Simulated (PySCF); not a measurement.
Geometry (Å), atoms numbered from 1 in this order:
```xyz
26

C    -2.6907   -0.6871    0.8671
C    -2.9133    0.4152   -0.1836
C    -1.5102    0.9785   -0.5152
C    -0.5086    0.0668    0.2165
Si    1.1312    0.8721    0.6261
C     2.4694   -0.2821    1.2949
C     3.6982    0.2214    0.5228
C     3.2269    0.6444   -0.8709
O     1.9928    1.3217   -0.7549
C    -1.3013   -0.4069    1.4414
H    -3.4784   -0.7141    1.6356
H    -2.6837   -1.6774    0.3828
H    -3.5641    1.2102    0.2118
H    -3.4172    0.0196   -1.0782
H    -1.4259    2.0136   -0.1422
H    -1.3053    1.0238   -1.5946
H    -0.2955   -0.8143   -0.4181
H     0.8650    2.0796    1.4722
H     2.6139   -0.2678    2.3848
H     2.2223   -1.3202    1.0107
H     4.1180    1.1025    1.0375
H     4.5038   -0.5283    0.4597
H     3.1078   -0.2460   -1.5200
H     3.9575    1.3083   -1.3616
H    -0.8540   -1.2805    1.9413
H    -1.3594    0.4027    2.1923
```

Geometry: PBE0-D3(BJ)/def2-SVP; GIAO absolute shieldings from PySCF 2.14.0 with density-fitted response routines, gas phase, non-relativistic, averaged over equivalent atoms.

At PBE0/pcSseg-1 (257 basis functions, 67 s wall time on 1 thread of an Arm Neoverse V1, shared host):
```csv
atoms,σ (ppm)
C8,114.5
C1,154.3
C7,154.3
C4,154.7
C10,154.9
C3,155.0
C2,158.6
C6,173.0
Si5,319.8
O9,284.9
H18,26.59
H24,27.17
H23,27.69
H16,29.32
H22,29.46
H11,29.53
H14,29.58
H21,29.62
H13,29.74
H15,29.84
H25,29.92
H12,29.95
H19,30.40
H26,30.42
H17,30.72
H20,30.73
```

Estimate the result of repeating the calculation with CAM-B3LYP/pcSseg-1.

Answers


| atoms | σ at CAM-B3LYP/pcSseg-1 | change |
| --- | --- | --- |
| C8 | 112.2 | -2.3 |
| C1 | 152.4 | -1.9 |
| C7 | 152.5 | -1.8 |
| C4 | 152.4 | -2.3 |
| C10 | 153.1 | -1.8 |
| C3 | 153.5 | -1.5 |
| C2 | 156.9 | -1.7 |
| C6 | 171.5 | -1.5 |
| Si5 | 311.8 | -8.0 |
| O9 | 289.5 | +4.6 |
| H18 | 26.80 | +0.21 |
| H24 | 27.24 | +0.07 |
| H23 | 27.75 | +0.06 |
| H16 | 29.41 | +0.09 |
| H22 | 29.56 | +0.10 |
| H11 | 29.62 | +0.09 |
| H14 | 29.65 | +0.07 |
| H21 | 29.69 | +0.07 |
| H13 | 29.81 | +0.07 |
| H15 | 29.94 | +0.10 |
| H25 | 30.02 | +0.10 |
| H12 | 30.02 | +0.07 |
| H19 | 30.52 | +0.12 |
| H26 | 30.51 | +0.09 |
| H17 | 30.84 | +0.12 |
| H20 | 30.84 | +0.11 |

The largest change is at Si5 (silicon bonded to 2 C, O, H, in a 5-membered ring). Cost: 257 basis functions, 90 s wall time on 1 thread of an Arm Neoverse V1, shared host. The order of the carbon signals changes between the two levels.
